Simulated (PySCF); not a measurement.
CH₆AlO₂P (SMILES C[O][Al]([OH])[PH2]), singlet, geometry from GFN2-xTB (such geometries of metal compounds can be far from the true shape); PBE0/6-31G, polarisability run with PySCF.

Input for PySCF:
```python
from pyscf import gto, scf, dft
from pyscf.prop import polarizability

mol = gto.M(
    atom='''
Al   -0.40072380   -0.13351668    0.22931153
O    -1.70376520   -0.60689247    1.12069561
H    -2.48496654   -0.91511737    1.55682547
O    -0.00708539   -0.62066741   -1.30361833
C     0.26588114   -1.05822075   -2.60053752
H    -0.36951636   -1.90988189   -2.85597857
H     0.07775489   -0.25088792   -3.31259288
H     1.31327706   -1.36214016   -2.67795419
P     1.03867973    1.39480973    1.21101852
H     2.17279920    0.70603974    0.78286003
H     1.01138285    0.71536181    2.42711934
''',
    basis='6-31g',
    verbose=4,
)

mf = dft.RKS(mol)
mf.xc = 'pbe0'
mf.kernel()
alpha = mf.Polarizability().polarizability()[2, 2]
print('alpha_zz =', alpha)
```

The log (banner, timings and long lists left out):

```
site-packages/pyscf/prop/efg/rhf.py:45: UserWarning: Module EFG is under testing
  warnings.warn('Module EFG is under testing')
site-packages/pyscf/prop/efg/dhf.py:30: UserWarning: Module EFG is under testing
  warnings.warn('Module EFG is under testing')
site-packages/pyscf/prop/zfs/uhf.py:40: UserWarning: Module ZFS is under testing
  warnings.warn('Module ZFS is under testing')
site-packages/pyscf/prop/gtensor/uhf.py:43: UserWarning: Module g-tensor is under testing
  warnings.warn('Module g-tensor is under testing')
site-packages/pyscf/prop/gtensor/uks.py:41: UserWarning: Module g-tensor is under testing
  warnings.warn('Module g-tensor is under testing')
site-packages/pyscf/prop/hfc/uks.py:35: UserWarning: Module HFC is under testing
  warnings.warn('Module HFC is under testing')
site-packages/pyscf/prop/magnetizability/rhf.py:39: UserWarning: Module magnetizability is under testing
  warnings.warn('Module magnetizability is under testing')
site-packages/pyscf/prop/magnetizability/uhf.py:37: UserWarning: Module magnetizability is under testing
  warnings.warn('Module magnetizability is under testing')
site-packages/pyscf/prop/magnetizability/rks.py:37: UserWarning: Module magnetizability is under testing
  warnings.warn('Module magnetizability is under testing')
site-packages/pyscf/prop/magnetizability/uks.py:39: UserWarning: Module magnetizability is under testing
  warnings.warn('Module magnetizability is under testing')
site-packages/pyscf/prop/polarizability/uhf.py:34: UserWarning: Module polarizability is under testing
  warnings.warn('Module polarizability is under testing')
site-packages/pyscf/prop/polarizability/rks.py:29: UserWarning: Module polarizability is under testing
  warnings.warn('Module polarizability is under testing')
site-packages/pyscf/prop/polarizability/uks.py:29: UserWarning: Module polarizability is under testing
  warnings.warn('Module polarizability is under testing')
PySCF version 2.14.0

[INPUT] verbose = 4
[INPUT] num. atoms = 11
[INPUT] num. electrons = 56
[INPUT] charge = 0
[INPUT] spin (= nelec alpha-beta = 2S) = 0
[INPUT] symmetry False subgroup None
[INPUT] Mole.unit = angstrom
[INPUT] Symbol           X                Y                Z      unit          X                Y                Z       unit  Magmom
[INPUT]  1 Al    -0.400723800000  -0.133516680000   0.229311530000 AA   -0.757258233595  -0.252309958261   0.433335988905 Bohr   0.0
[INPUT]  2 O     -1.703765200000  -0.606892470000   1.120695610000 AA   -3.219649608565  -1.146860555361   2.117807771902 Bohr   0.0
[INPUT]  3 H     -2.484966540000  -0.915117370000   1.556825470000 AA   -4.695906189308  -1.729321201132   2.941973762047 Bohr   0.0
[INPUT]  4 O     -0.007085390000  -0.620667410000  -1.303618330000 AA   -0.013389446586  -1.172891419343  -2.463481614663 Bohr   0.0
[INPUT]  5 C      0.265881140000  -1.058220750000  -2.600537520000 AA    0.502442536287  -1.999747396832  -4.914303689456 Bohr   0.0
[INPUT]  6 H     -0.369516360000  -1.909881890000  -2.855978570000 AA   -0.698284718946  -3.609153702367  -5.397017314927 Bohr   0.0
[INPUT]  7 H      0.077754890000  -0.250887920000  -3.312592880000 AA    0.146935446946  -0.474109456762  -6.259893305384 Bohr   0.0
[INPUT]  8 H      1.313277060000  -1.362140160000  -2.677954190000 AA    2.481733969074  -2.574071845671  -5.060599993231 Bohr   0.0
[INPUT]  9 P      1.038679730000   1.394809730000   1.211018520000 AA    1.962820220837   2.635808385579   2.288493334576 Bohr   0.0
[INPUT] 10 H      2.172799200000   0.706039740000   0.782860030000 AA    4.105995411674   1.334221741659   1.479391050569 Bohr   0.0
[INPUT] 11 H      1.011382850000   0.715361810000   2.427119340000 AA    1.911236593582   1.351837900873   4.586590824235 Bohr   0.0

nuclear repulsion = 271.680073192875
number of shells = 41
number of NR pGTOs = 182
number of NR cGTOs = 65
basis = 6-31g
ecp = {}

******** <class 'pyscf.dft.rks.RKS'> ********
method = RKS
initial guess = minao
damping factor = 0
level_shift factor = 0
DIIS = <class 'pyscf.scf.diis.CDIIS'>
diis_start_cycle = 1
diis_space = 8
diis_damp = 0
SCF conv_tol = 1e-09
SCF conv_tol_grad = None
SCF max_cycles = 50
direct_scf = True
direct_scf_tol = 1e-13
XC library pyscf.dft.libxc version 7.1.2
    S. Lehtola, C. Steigemann, M. J. T. Oliveira, and M. A. L. Marques,  SoftwareX 7, 1–5 (2018)
XC functionals = pbe0
    C. Adamo and V. Barone,  J. Chem. Phys. 110, 6158 (1999)
    M. Ernzerhof and G. E. Scuseria,  J. Chem. Phys. 110, 5029 (1999)
radial grids:
    Treutler-Ahlrichs [JCP 102, 346 (1995); DOI:10.1063/1.469408] (M4) radial grids

becke partition: Becke, JCP 88, 2547 (1988); DOI:10.1063/1.454033
pruning grids: <function nwchem_prune>
grids dens level: 3
symmetrized grids: False
atomic radii adjust function: <function treutler_atomic_radii_adjust>
small_rho_cutoff = 0
Set gradient conv threshold to 3.16228e-05
Initial guess from minao.
tot grids = 139496
init E= -775.781309907276
  HOMO = -0.296902787977967  LUMO = -0.0740284872492645  gap/eV = 6.06472
cycle= 1 E= -775.238766116266  delta_E= 0.543  |g|= 1.01  |ddm|= 2.99
  HOMO = -0.119636195722809  LUMO = 0.0305351189812053  gap/eV = 4.08637
cycle= 2 E= -774.888734650841  delta_E= 0.35  |g|= 1.66  |ddm|= 2.23
  HOMO = -0.241765845438573  LUMO = -0.00404635688160737  gap/eV = 6.46868
cycle= 3 E= -775.438004985319  delta_E= -0.549  |g|= 0.0845  |ddm|= 1.52
  HOMO = -0.260630357212811  LUMO = -0.00295033752142637  gap/eV = 7.01183
cycle= 4 E= -775.439432680344  delta_E= -0.00143  |g|= 0.0532  |ddm|= 0.184
  HOMO = -0.255350408444629  LUMO = -0.00212520701758656  gap/eV = 6.89061
cycle= 5 E= -775.440222477549  delta_E= -0.00079  |g|= 0.0137  |ddm|= 0.0682
  HOMO = -0.253940393076398  LUMO = -0.00198799910124459  gap/eV = 6.85597
cycle= 6 E= -775.440265450916  delta_E= -4.3e-05  |g|= 0.00159  |ddm|= 0.0148
  HOMO = -0.253977548497686  LUMO = -0.00197247116813615  gap/eV = 6.85741
cycle= 7 E= -775.440266137524  delta_E= -6.87e-07  |g|= 0.000171  |ddm|= 0.00261
  HOMO = -0.253987021232146  LUMO = -0.00200839254326612  gap/eV = 6.85669
cycle= 8 E= -775.440266151226  delta_E= -1.37e-08  |g|= 4.26e-05  |ddm|= 0.000555
  HOMO = -0.253987457307235  LUMO = -0.00199946302026044  gap/eV = 6.85694
cycle= 9 E= -775.440266152237  delta_E= -1.01e-09  |g|= 5.37e-06  |ddm|= 0.000122
  HOMO = -0.253987307918215  LUMO = -0.00199974096128441  gap/eV = 6.85693
cycle= 10 E= -775.440266152251  delta_E= -1.34e-11  |g|= 6.66e-07  |ddm|= 1.51e-05
  HOMO = -0.253987305277575  LUMO = -0.00199964928608032  gap/eV = 6.85693
Extra cycle  E= -775.44026615225  delta_E= 4.55e-13  |g|= 9.36e-07  |ddm|= 1.62e-06
converged SCF energy = -775.44026615225
Isotropic polarizability 58.2919271639
Polarizability anisotropy 7.30157898669
alpha_zz = 63.12051312521671
```
